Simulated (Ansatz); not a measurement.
Reaction (ligand exchange at a Ge–Se bond): `[GeH3][Se][GeH3]` + `BS` → `B[S][GeH3]` + `[GeH3][SeH]`

Computed with Ansatz on PBE0-D4/def2-TZVP structures; ΔE is electronic, products minus reactants. CBS: MP2 limit from def2 TZ/QZ plus the TZ coupled-cluster correction, frozen cores. This one scheme is used for every species. Functionals use def2-TZVPP. HSE06 is defined as in plane-wave codes. For Ge, Se outer-core shells are correlated without core-valence functions, which leaves a few kJ/mol of doubt a bond. Scalar relativity is left out up to krypton.

`[GeH3][Se][GeH3]`:

```xyz
9

Ge   -0.444   -1.631    0.421
Se   -0.611   -0.252   -1.479
Ge    0.416    1.620   -0.489
H     1.032   -1.828    0.801
H    -1.084   -2.969    0.031
H    -1.197   -0.994    1.600
H     1.849    1.266   -0.056
H    -0.393    2.076    0.736
H     0.432    2.713   -1.565
```

`BS`:

```xyz
5

B     0.011    0.515    0.265
S     0.650   -1.083   -0.123
H     0.668    1.168    1.016
H    -1.012    0.905   -0.201
H    -0.316   -1.505   -0.957
```

`B[S][GeH3]`:

Z-matrix (Å, degrees):
```
Ge
S 1 2.241
H 1 1.534 2 106.5
H 1 1.533 2 108.8 3 -119.6
H 1 1.533 2 108.8 3 119.5
B 2 1.769 1 100.9 3 179.8
H 6 1.193 2 116.5 1 180.0
H 6 1.195 2 121.9 1 -0.0
```

`[GeH3][SeH]`:

```xyz
6

Ge   -0.362   -0.012   -0.478
Se    1.554   -0.480    0.812
H    -0.501    1.500   -0.704
H    -0.127   -0.734   -1.810
H    -1.620   -0.556    0.215
H     1.057    0.283    1.965
```

| level | ΔE (kJ/mol) |
| --- | --- |
| B97M-V | 17.4 |
| HSE06 | 21.6 |
| RPA@PBE/def2-TZVPP | 21.2 |
| CCSD/def2-TZVPP | 22.2 |

What does CCSD(T)/CBS give? (Best estimate.)

The calculation gave: +23.8 kJ/mol. The listed levels differ from it by -6.4, -2.2, -2.6, -1.6 kJ/mol.

What do rigid-rotor, harmonic-oscillator terms from PBE0-D4/def2-TZVP frequencies (298.15 K, 1 bar) make of the CCSD(T)/CBS value? (Best estimate.)

Ansatz gave: ΔZPE = -2.3 kJ/mol, ΔH = +21.1 kJ/mol, ΔS = 8 J/(mol·K), ΔG = +18.7 kJ/mol. Modes under 50 cm⁻¹ make the entropy rough.

Largest T1 diagnostic among the species: 0.015.

Leaving LDA and LC-ωPBE aside and taking each functional with its dispersion term where it has one, the values, not all of them listed here, spread over 7.5 kJ/mol, from B97M-V to BHLYP-D4.
